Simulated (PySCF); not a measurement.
Computed shifts of a molecule C₃H₆FNSi, B3LYP/pcSseg-1 in PySCF, GIAO, gas phase, atoms alike by connectivity averaged where their shifts nearly agree, in ppm (number of nuclei): ¹⁹F: -234.0 (1). ¹³C: 182.1 (1), 92.8 (1), 80.8 (1). ¹⁵N: 499.8 (1). ²⁹Si: -37.1 (1). ¹H: 9.07 (1), 5.49 (1), 5.19 (1), 4.74 (1), 4.54 (1), 4.46 (1). References: ¹⁹F against CFCl3 (σ = 161.7 ppm); ¹³C against TMS (σ = 181.3 ppm); ¹⁵N against NH3 (σ = 265.5 ppm); ²⁹Si against TMS (σ = 338.7 ppm); ¹H against TMS (σ = 31.68 ppm), references at their B3LYP-D3(BJ)/def2-TZVP geometries, non-relativistic. The structure is a stationary point at TPSSh-D3(BJ)/def2-SVP. One conformer was computed; it need not be the lowest.

Problem. Identify the compound among the candidates.
(A) F[Si@@H]1C=NCC1
(B) F[C@@H]1CN=C[SiH2]1
(C) FC=C=CN[SiH3]
(D) CN1C=C(F)[SiH2]1

Solution. B, F[C@@H]1CN=C[SiH2]1
